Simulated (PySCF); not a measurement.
Species: C₂H₇NSi₂.
Atom-mapped SMILES: `[N:1]#[C:2][CH2:3][SiH2:4][SiH3:5]` (hydrogens: H6, H7 on C3; H8, H9 on Si4; H10, H11, H12 on Si5)

The same species was optimised twice, with GFN2-xTB and with PBE0-D3(BJ)/def2-SVP (PySCF), and the same property calculations (PySCF, gas phase) were run on both structures.

| coordinate | GFN2-xTB | PBE0-D3(BJ)/def2-SVP | change |
| --- | --- | --- | --- |
| Si5–H10 (Å) | 1.462 | 1.492 | +0.030 |
| Si4–Si5 (Å) | 2.314 | 2.344 | +0.030 |
| Si5–H11 (Å) | 1.465 | 1.495 | +0.030 |
| Si5–H12 (Å) | 1.467 | 1.496 | +0.029 |
| Si4–H8 (Å) | 1.468 | 1.494 | +0.026 |
| Si4–H9 (Å) | 1.472 | 1.496 | +0.024 |
| C2–C3 (Å) | 1.425 | 1.448 | +0.023 |
| C3–Si4 (Å) | 1.931 | 1.917 | -0.014 |
| N1≡C2 (Å) | 1.145 | 1.159 | +0.014 |
| C3–H6 (Å) | 1.091 | 1.102 | +0.011 |
| C3–H7 (Å) | 1.091 | 1.102 | +0.011 |
| Si5–Si4–H9 (°) | 115.8 | 111.5 | -4.3 |
| Si5–Si4–H8 (°) | 115.3 | 111.1 | -4.2 |
| C3–Si4–H9 (°) | 103.1 | 106.9 | +3.8 |
| C3–Si4–H8 (°) | 105.4 | 108.4 | +3.0 |
| H8–Si4–H9 (°) | 106.0 | 108.8 | +2.8 |
| Si4–Si5–H10 (°) | 112.5 | 110.0 | -2.5 |
| H11–Si5–H12 (°) | 106.9 | 109.0 | +2.1 |
| Si4–Si5–H12 (°) | 111.3 | 109.2 | -2.1 |
| C2–C3–Si4–Si5 (°) | -58 | -55 | +3 |

Rotational constants: A = 4372, B = 1851, C = 1422 MHz (GFN2-xTB) against A = 4251, B = 1834, C = 1395 MHz (PBE0-D3(BJ)/def2-SVP). Point groups within 0.08 Å: C1 and C1. Atoms that the bonding makes alike are paired by their places after alignment.

On the GFN2-xTB structure: lowest singlet, TDDFT (eV) 7.35 [CAM-B3LYP/def2-SVPD]; isotropic polarisability (au) 82.8 [CAM-B3LYP/def2-SVPD]; HOMO (eV) -10.06 [CAM-B3LYP/def2-SVPD]; LUMO (eV) 0.43 [CAM-B3LYP/def2-SVPD]; dipole (D) 3.89 [CAM-B3LYP/def2-SVPD]; HOMO (eV) -8.77 [PBE0/pcSseg-1]; LUMO (eV) -0.49 [PBE0/pcSseg-1]; dipole (D) 3.81 [PBE0/pcSseg-1]; GIAO shielding of N1 (ppm) -29.8 [PBE0/pcSseg-1]; GIAO shielding of C2 (ppm) 63.8 [PBE0/pcSseg-1]; GIAO shielding of C3 (ppm) 190.5 [PBE0/pcSseg-1]; GIAO shielding of Si4 (ppm) 419.5 [PBE0/pcSseg-1]; GIAO shielding of Si5 (ppm) 468.8 [PBE0/pcSseg-1].

What do these properties become on the PBE0-D3(BJ)/def2-SVP structure?

| property | level | on GFN2-xTB | on PBE0-D3(BJ)/def2-SVP | change |
| --- | --- | --- | --- | --- |
| lowest singlet, TDDFT (eV) | CAM-B3LYP/def2-SVPD | 7.35 | 7.18 | -0.17 |
| isotropic polarisability (au) | CAM-B3LYP/def2-SVPD | 82.8 | 84.9 | +2.1 |
| HOMO (eV) | CAM-B3LYP/def2-SVPD | -10.06 | -9.87 | +0.19 |
| LUMO (eV) | CAM-B3LYP/def2-SVPD | 0.43 | 0.52 | +0.09 |
| dipole (D) | CAM-B3LYP/def2-SVPD | 3.89 | 3.89 | 0.00 |
| energy, GFN2-xTB geometry as zero (kcal/mol) | CAM-B3LYP/def2-SVPD | 0.0 | -2.1 | -2.1 |
| HOMO (eV) | PBE0/pcSseg-1 | -8.77 | -8.65 | +0.12 |
| LUMO (eV) | PBE0/pcSseg-1 | -0.49 | -0.34 | +0.15 |
| dipole (D) | PBE0/pcSseg-1 | 3.81 | 3.81 | 0.00 |
| energy, GFN2-xTB geometry as zero (kcal/mol) | PBE0/pcSseg-1 | 0.0 | -2.1 | -2.1 |
| GIAO shielding of N1 (ppm) | PBE0/pcSseg-1 | -29.8 | -39.3 | -9.5 |
| GIAO shielding of C2 (ppm) | PBE0/pcSseg-1 | 63.8 | 62.3 | -1.5 |
| GIAO shielding of C3 (ppm) | PBE0/pcSseg-1 | 190.5 | 187.2 | -3.3 |
| GIAO shielding of Si4 (ppm) | PBE0/pcSseg-1 | 419.5 | 415.0 | -4.5 |
| GIAO shielding of Si5 (ppm) | PBE0/pcSseg-1 | 468.8 | 460.5 | -8.3 |

The heavy atoms differ by 0.028 Å rms after alignment (one structure mirrored). Among all bonds Si4–Si5, Si5–H10, Si5–H11 and Si5–H12 change most and about equally (+0.029 to +0.030 Å). Changes are differences of the printed values. Neither structure is proved a minimum here.

Conformer computed: `[N:1]#[C:2][CH2:3][SiH2:4][SiH3:5]`: C2–C3–Si4–Si5 -55°.
